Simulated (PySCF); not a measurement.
# Electron correlation in Se⁺ (selenium, charge +1)

[Ar] 3d10 4s2 4p3, high-spin 4S determinant. Calculation: PySCF 2.14, in pcseg-2 (6s5p3d1f, 43 functions); the non-relativistic Hamiltonian (point nucleus). Frozen: [Ar] 3d10; 5 electrons correlated.

MP2 pair energies summed by pair of shells (mhartree):

```json
{"pair": "4s-4p", "energy": "-49.81", "share (%)": "66.4"}
{"pair": "4p-4p", "energy": "-16.53", "share (%)": "22.0"}
{"pair": "4s-4s", "energy": "-8.72", "share (%)": "11.6"}
```

Total MP2 correlation energy: -75.06 mhartree.

Same-spin part -19.78 and opposite-spin part -55.28 mhartree; SCS-MP2 scales them by 1/3 and 6/5 to -72.93 mhartree.

```json
{"level": "CCSD", "correlation energy (mhartree)": "-89.97"}
{"level": "(T)", "correlation energy (mhartree)": "-2.57"}
{"level": "CCSD(T)", "correlation energy (mhartree)": "-92.54"}
```

Diagnostics: T1 = 0.0019, D1 = 0.0046, largest double amplitude 0.055.

Is a single reference adequate?

Yes, within this model without spin-orbit coupling: T1 lies below 0.03 and no double amplitude reaches 0.07.
